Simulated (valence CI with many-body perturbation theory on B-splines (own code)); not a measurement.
**Ru22+: M1 decay**

Calculated by configuration interaction combined with many-body perturbation theory (CI+MBPT): four valence electrons over a frozen Dirac-Fock core [Ar], a basis of 7 s, 7 p, 8 d, 6 f, 4 g, 1 h functions for each j, with the one-electron correlation potential Σ1, the two-electron term Σ2, the three-electron term Σ3, Breit, model QED; selected CI, second order for the rest, scaled by the run's own slope (own B-spline code, finite nucleus).

No measured levels were compared; by estimate terms of the open shell hold to 2 to 4 % of their energy, and close levels can change places. Only levels of the ground parity were solved; by the run's estimate the other parity begins above the list, which can be wrong where configurations are misplaced.

Lines 51 to 100 of 120 in falling wavelength, among levels below 56.135 eV, chosen from the decays that carry over 1 % of a level's rate. Wavelengths and rates use the calculated energies, so an error of 3000 cm⁻¹ moves a line at 1651 Å by 5 % and its rate by three times that or more. S is in atomic units (e²a₀⁴ for E2 and M2, e²a₀⁶ for E3), for M1 in squared Bohr magnetons. Weak lines are less certain than strong ones. Lines between different terms over intervals too small for the method are left out, as are lines whose strength nearly cancels.

Names give the largest LS component (configuration and term), which can be under half, so a name can repeat, a term be missing and a line seem to break the LS rules; names also repeat where a configuration has a term twice. Letters in brackets count levels of one name in rising energy.

| λ vac (Å) | Upper | Lower | Type | A (s⁻¹) | S (a.u.) |
| --- | --- | --- | --- | --- | --- |
| 1651 | 3d4 3H_5 | 3d4 5D_4 | M1 | 1.34e+02 | 2.46e-01 |
| 1596 | 3d4 1G_4 [a] | 3d4 3G_4 | M1 | 7.83e+02 | 1.06e+00 |
| 1583 | 3d4 3F_3 [b] | 3d4 1G_4 [a] | M1 | 5.89e+02 | 6.06e-01 |
| 1512 | 3d4 3P_0 [a] | 3d4 5D_1 | M1 | 5.59e+03 | 7.17e-01 |
| 1507 | 3d4 1D_2 [a] | 3d4 3P_2 [a] | M1 | 6.30e+02 | 4.00e-01 |
| 1501 | 3d4 3G_3 | 3d4 5D_3 | M1 | 9.85e+02 | 8.65e-01 |
| 1475 | 3d4 1F_3 | 3d4 3F_3 [a] | M1 | 1.06e+02 | 8.82e-02 |
| 1456 | 3d4 3P_2 [c] | 3d4 3P_2 [b] | M1 | 7.73e+02 | 4.42e-01 |
| 1418 | 3d4 3G_5 | 3d4 3H_4 | M1 | 2.56e+01 | 2.98e-02 |
| 1413 | 3d4 3F_2 [a] | 3d4 5D_3 | M1 | 2.62e+01 | 1.37e-02 |
| 1336 | 3d4 1F_3 | 3d4 3F_4 [a] | M1 | 1.35e+02 | 8.37e-02 |
| 1317 | 3d4 1F_3 | 3d4 3P_2 [a] | M1 | 4.20e+02 | 2.49e-01 |
| 1271 | 3d4 3G_3 | 3d4 5D_2 | M1 | 5.53e+02 | 2.95e-01 |
| 1242 | 3d4 3G_4 | 3d4 5D_4 | M1 | 4.41e+02 | 2.82e-01 |
| 1236 | 3d4 1S_0 [a] | 3d4 3P_1 [a] | M1 | 4.95e+03 | 3.47e-01 |
| 1225 | 3d4 3F_2 [b] | 3d4 3D_1 | M1 | 8.40e+02 | 2.86e-01 |
| 1219 | 3d4 3P_1 [a] | 3d4 5D_2 | M1 | 3.56e+03 | 7.18e-01 |
| 1214 | 3d4 1F_3 | 3d4 3G_4 | M1 | 3.25e+02 | 1.51e-01 |
| 1211 | 3d4 3F_4 [b] | 3d4 3G_5 | M1 | 5.42e+02 | 3.21e-01 |
| 1211 | 3d4 1G_4 [a] | 3d4 3H_5 | M1 | 3.36e+02 | 1.99e-01 |
| 1208 | 3d4 3F_2 [a] | 3d4 5D_2 | M1 | 1.03e+03 | 3.35e-01 |
| 1170 | 3d4 1G_4 [a] | 3d4 3G_3 | M1 | 4.74e+01 | 2.53e-02 |
| 1135 | 3d4 3F_4 [a] | 3d4 5D_4 | M1 | 7.31e+02 | 3.57e-01 |
| 1124 | 3d4 3F_4 [b] | 3d4 3D_3 | M1 | 1.44e+03 | 6.84e-01 |
| 1120 | 3d4 3F_2 [b] | 3d4 3P_2 [b] | M1 | 7.98e+02 | 2.08e-01 |
| 1118 | 3d4 3G_4 | 3d4 5D_3 | M1 | 1.31e+02 | 6.10e-02 |
| 1102 | 3d4 3D_1 | 3d4 3P_0 [a] | M1 | 1.60e+03 | 2.38e-01 |
| 1092 | 3d4 1D_2 [a] | 3d4 3F_2 [a] | M1 | 2.91e+02 | 7.03e-02 |
| 1083 | 3d4 1D_2 [a] | 3d4 3P_1 [a] | M1 | 5.40e+02 | 1.27e-01 |
| 1051 | 3d4 3F_3 [a] | 3d4 5D_4 | M1 | 8.23e+02 | 2.48e-01 |
| 1045 | 3d4 1D_2 [a] | 3d4 3G_3 | M1 | 1.03e+03 | 2.17e-01 |
| 1043 | 3d4 3P_2 [a] | 3d4 5D_3 | M1 | 4.24e+02 | 8.90e-02 |
| 1031 | 3d4 3F_4 [a] | 3d4 5D_3 | M1 | 5.69e+02 | 2.08e-01 |
| 1028 | 3d4 3F_4 [b] | 3d4 3F_3 [a] | M1 | 1.30e+02 | 4.71e-02 |
| 1027 | 3d4 3F_2 [a] | 3d4 5D_1 | M1 | 1.11e+03 | 2.24e-01 |
| 1005 | 3d4 3F_2 [b] | 3d4 3D_3 | M1 | 1.75e+02 | 3.28e-02 |
| 966.2 | 3d4 3D_3 | 3d4 5D_4 | M1 | 5.33e+02 | 1.25e-01 |
| 963.1 | 3d4 1G_4 [a] | 3d4 3H_4 | M1 | 1.44e+02 | 4.29e-02 |
| 961.0 | 3d4 3F_3 [a] | 3d4 5D_3 | M1 | 3.07e+02 | 7.07e-02 |
| 958.2 | 3d4 3F_4 [b] | 3d4 3F_4 [a] | M1 | 5.27e+02 | 1.55e-01 |
| 950.3 | 3d4 1F_3 | 3d4 3G_3 | M1 | 4.74e+02 | 1.06e-01 |
| 926.9 | 3d4 3F_2 [b] | 3d4 3F_3 [a] | M1 | 2.16e+03 | 3.19e-01 |
| 910.1 | 3d4 3G_5 | 3d4 5D_4 | M1 | 1.05e+02 | 3.24e-02 |
| 893.6 | 3d4 3F_4 [b] | 3d4 3G_4 | M1 | 1.72e+03 | 4.08e-01 |
| 889.6 | 3d4 3D_3 | 3d4 5D_3 | M1 | 6.63e+02 | 1.21e-01 |
| 861.9 | 3d4 3F_2 [b] | 3d4 3P_2 [a] | M1 | 2.21e+02 | 2.63e-02 |
| 861.3 | 3d4 3F_3 [a] | 3d4 5D_2 | M1 | 4.23e+01 | 7.01e-03 |
| 845.5 | 3d4 3F_3 [b] | 3d4 3F_4 [a] | M1 | 3.37e+02 | 5.29e-02 |
| 823.8 | 3d4 3P_2 [c] | 3d4 3P_1 [a] | M1 | 4.83e+02 | 5.00e-02 |
| 816.3 | 3d4 3P_2 [a] | 3d4 5D_1 | M1 | 2.27e+02 | 2.29e-02 |
